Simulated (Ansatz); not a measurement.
`C[SiH2][SiH](O)F` + H₂ → `O[SiH2]F` + `C[SiH3]` at 298.15 K and 1 bar (hydrogenolysis of the Si–Si bond).

Isolated molecules relaxed with PBE0-D4/def2-TZVP in Ansatz; ΔE leaves out vibrations. CCSD(T)/CBS adds triple-zeta CCSD(T) − MP2 to the extrapolated MP2 energy (def2 sets, frozen cores). This one scheme is used for every species. One conformer a species, not always the lowest.

```json
{"species": "`C[SiH2][SiH](O)F`", "CCSD(T)/CBS energy (Eh)": "-795.51430", "H − E (kJ/mol)": "235.2", "S (J/(mol·K))": "379.0"}
{"species": "H₂", "CCSD(T)/CBS energy (Eh)": "-1.17544", "H − E (kJ/mol)": "35.1", "S (J/(mol·K))": "130.4"}
{"species": "`O[SiH2]F`", "CCSD(T)/CBS energy (Eh)": "-465.96250", "H − E (kJ/mol)": "103.4", "S (J/(mol·K))": "276.2"}
{"species": "`C[SiH3]`", "CCSD(T)/CBS energy (Eh)": "-330.73916", "H − E (kJ/mol)": "173.3", "S (J/(mol·K))": "255.5"}
```

H − E and S are ideal-gas, rigid-rotor, harmonic terms from PBE0-D4/def2-TZVP, for one conformer and one mirror image of each species. The MP2-based limit puts H₂ 0.8 mEh under its directly extrapolated value; such offsets cancel only in part. 1 Eh = 2625.50 kJ/mol, R = 8.31446 J/(mol·K).

Task: By hand: ΔE, ΔH, ΔS and ΔG.

Result: ΔE = (-465.96250) + (-330.73916) − (-795.51430) − (-1.17544) = -0.01192 Eh = -31.3 kJ/mol. Δ(H − E) = 103.4 + 173.3 − 235.2 − 35.1 = 6.4, so ΔH = -24.9 kJ/mol. ΔS = 276.2 + 255.5 − 379.0 − 130.4 = 22.3 J/(mol·K). ΔG = -24.9 − 298.15 × (22.3)/1000 = -31.5 kJ/mol.

Task: By hand: the equilibrium constant, and the temperature at which ΔG would vanish if ΔH and ΔS stayed fixed.

Result: log₁₀ K = −ΔG/(RT ln 10) = 5.5. ΔH and −TΔS have one sign here, so there is no such temperature.

ΔH outweighs TΔS. A doubt of 5 kJ/mol in ΔE shifts log₁₀ K by 0.9 here. Other conformers and mirror images would add mixing entropy, several J/(mol·K) or more a flexible species. Modes under 60 cm⁻¹, often nearly free rotors, make the harmonic entropy too high. These are equilibria of isolated gas molecules and say nothing of rates. Largest T1 diagnostic: 0.012 (customary marks: 0.02 for closed shells, 0.045 for open ones).
